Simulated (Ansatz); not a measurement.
Mean bond length (Å) of eight silicon and germanium compounds: PBE-D3(BJ) beside PBE0-D3(BJ), computed with Ansatz (a quantum-chemistry and plane-wave program) for isolated molecules in the bases named; differences from unrounded values. The eight are the first of their class met in an unordered collection, after screening for sound electronic states; none was chosen by its value. Each level has its own optimised geometry.

```tsv
molecule	basis	PBE0-D3(BJ)	PBE-D3(BJ)	difference
C₂H₆OSi₂, SMILES C1=C[SiH2]O[SiH2]1	def2-SVP	1.512	1.523	0.012
C2H7ClSi2, SMILES C1[SiH2][Si@@H](C1)Cl	def2-SVP	1.556	1.567	0.011
C4H10OSi, SMILES CCC(=O)[SiH2]C	def2-SVP	1.324	1.334	0.010
Si(F)2(OH)(OMe) (CH4F2O2Si), SMILES CO[Si](O)(F)F	def2-SVP	1.348	1.361	0.014
CH5N3OSi, SMILES N#CO[SiH](N)N	def2-SVP	1.311	1.323	0.012
CH7FOSi3, SMILES F[SiH2][C@H]1O[SiH2][SiH2]1	def2-SVP	1.615	1.628	0.013
GeF2ClBr, SMILES [F][Ge]([F])([Cl])[Br]	def2-SVP	1.947	1.970	0.023
CH₈N₂Si₃, SMILES C1=N[SiH2][SiH2]N[SiH2]1	def2-SVP	1.565	1.576	0.012
```

PBE-D3(BJ) lies below PBE0-D3(BJ) in 0 and above it in 8 of the eight; the mean signed difference is 0.013 and the largest 0.023 Å.
